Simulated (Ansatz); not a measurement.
Reaction (homolysis of the C–Si bond): `C#C[SiH2]C(=O)O` → `O=[C]O`• + `C#C[SiH2]`•

Computed with Ansatz on PBE0-D4/def2-TZVP structures; ΔE is electronic, products minus reactants. CCSD(T)/CBS adds triple-zeta CCSD(T) − MP2 to the extrapolated MP2 energy (def2 sets, frozen cores). This one scheme is used for every species. Functionals use def2-TZVPP. B3LYP here is the variant with VWN-RPA as its local correlation; programs differ in this. HSE06 is defined as in plane-wave codes. Open shells (•) are unrestricted, without spin–orbit coupling. Each species was taken in one conformer, which may not be the lowest.

| level | ΔE (kJ/mol) | difference from CCSD(T)/CBS |
| --- | --- | --- |
| PBE-D4 | 331.6 | -28.0 |
| revPBE-D4 | 323.1 | -36.5 |
| BLYP-D4 | 324.1 | -35.5 |
| r2SCAN-D4 | 324.3 | -35.3 |
| B97M-V | 338.5 | -21.1 |
| PBE0-D4 | 335.9 | -23.7 |
| B3LYP-D4 | 333.7 | -25.9 |
| r2SCAN0-D4 | 324.8 | -34.8 |
| HSE06-D4 | 335.7 | -23.9 |
| BHLYP-D4 | 337.5 | -22.1 |
| CAM-B3LYP-D4 | 341.5 | -18.1 |
| ωB97X-V | 355.5 | -4.1 |
| ωB97M-V | 358.6 | -1.0 |
| B2PLYP | 336.3 | -23.3 |
| PBE-QIDH | 346.9 | -12.7 |
| PBE | 324.0 | -35.6 |
| BLYP | 308.5 | -51.1 |
| r2SCAN | 322.0 | -37.6 |
| PBE0 | 329.2 | -30.4 |
| B3LYP | 321.7 | -37.9 |
| r2SCANh | 322.1 | -37.5 |
| r2SCAN0 | 322.2 | -37.4 |
| BHLYP | 328.0 | -31.6 |
| CAM-B3LYP | 334.6 | -25.0 |
| LC-ωPBE | 334.3 | -25.3 |
| RPA@PBE/def2-TZVPP | 330.9 | -28.7 |
| HF/def2-SVP | 258.4 | -101.2 |
| MP2/def2-SVP | 356.2 | -3.4 |
| CCSD/def2-SVP | 325.1 | -34.5 |
| CCSD(T)/def2-SVP | 329.6 | -30.0 |
| HF/def2-TZVPP | 257.1 | -102.5 |
| MP2/def2-TZVPP | 375.4 | 15.8 |
| CCSD/def2-TZVPP | 340.6 | -19.0 |
| CCSD(T)/def2-TZVPP | 346.8 | -12.8 |
| HF/def2-QZVPP | 257.1 | -102.5 |
| MP2/def2-QZVPP | 382.7 | 23.1 |
| SCS-MP2/def2-QZVPP | 386.5 | 26.9 |
| HF/CBS(def2) | 257.1 | -102.5 |
| MP2/CBS(def2) | 388.1 | 28.5 |
| CCSD/CBS(def2) | 353.4 | -6.2 |
| CCSD(T)/CBS | 359.6 | 0 |

Largest T1 diagnostic among the species: 0.030.

From BLYP to BHLYP (50 % exact exchange), in def2-TZVPP and without D4, ΔE moves by +19.5 kJ/mol. The D4 term adds +12.0 kJ/mol with B3LYP and +6.7 kJ/mol with PBE0; it sums over pairs of atoms, weighted by their polarisabilities, and B3LYP, whose exchange is more repulsive, gets the larger term.
